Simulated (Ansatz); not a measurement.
`F/C(I)=C(/F)I` + H₂ → `F/C=C(/F)I` + HI at 298.15 K and 1 bar (hydrogenolysis of a C–I bond).

Gas-phase electronic energies from Ansatz, PBE0-D4/def2-TZVP geometries. CCSD(T)/CBS adds triple-zeta CCSD(T) − MP2 to the extrapolated MP2 energy (def2 sets, frozen cores). This one scheme is used for every species. Double bonds are as drawn, so ΔE can hold a change between cis and trans. Elements past krypton have def2 core potentials. For I outer-core shells are correlated without core-valence functions, which leaves a few kJ/mol of doubt a bond.

```json
{"species": "`F/C(I)=C(/F)I`", "CCSD(T)/CBS energy (Eh)": "-870.50248", "H − E (kJ/mol)": "63.4", "S (J/(mol·K))": "366.8"}
{"species": "H₂", "CCSD(T)/CBS energy (Eh)": "-1.17544", "H − E (kJ/mol)": "35.1", "S (J/(mol·K))": "130.4"}
{"species": "`F/C=C(/F)I`", "CCSD(T)/CBS energy (Eh)": "-573.66914", "H − E (kJ/mol)": "86.5", "S (J/(mol·K))": "322.9"}
{"species": "HI", "CCSD(T)/CBS energy (Eh)": "-298.03592", "H − E (kJ/mol)": "22.7", "S (J/(mol·K))": "206.5"}
```

H − E and S are ideal-gas, rigid-rotor, harmonic terms from PBE0-D4/def2-TZVP. For small species the MP2-based limit differs from directly extrapolated CCSD(T) by up to some mEh (0.8 for H₂); such offsets cancel only in part. 1 Eh = 2625.50 kJ/mol, R = 8.31446 J/(mol·K).

**Question.** By hand: ΔE, ΔH, ΔS and ΔG.

**Answer.** ΔE = (-573.66914) + (-298.03592) − (-870.50248) − (-1.17544) = -0.02714 Eh = -71.3 kJ/mol. Δ(H − E) = 86.5 + 22.7 − 63.4 − 35.1 = 10.7, so ΔH = -60.6 kJ/mol. ΔS = 322.9 + 206.5 − 366.8 − 130.4 = 32.2 J/(mol·K). ΔG = -60.6 − 298.15 × (32.2)/1000 = -70.2 kJ/mol.

**Question.** By hand: the equilibrium constant, and the temperature at which ΔG would vanish if ΔH and ΔS stayed fixed.

**Answer.** log₁₀ K = −ΔG/(RT ln 10) = 12.3. ΔH and −TΔS have one sign here, so there is no such temperature.

ΔH outweighs TΔS. A doubt of 5 kJ/mol in ΔE shifts log₁₀ K by 0.9 here. These are equilibria of isolated gas molecules and say nothing of rates. Largest T1 diagnostic: 0.012 (customary marks: 0.02 for closed shells, 0.045 for open ones).
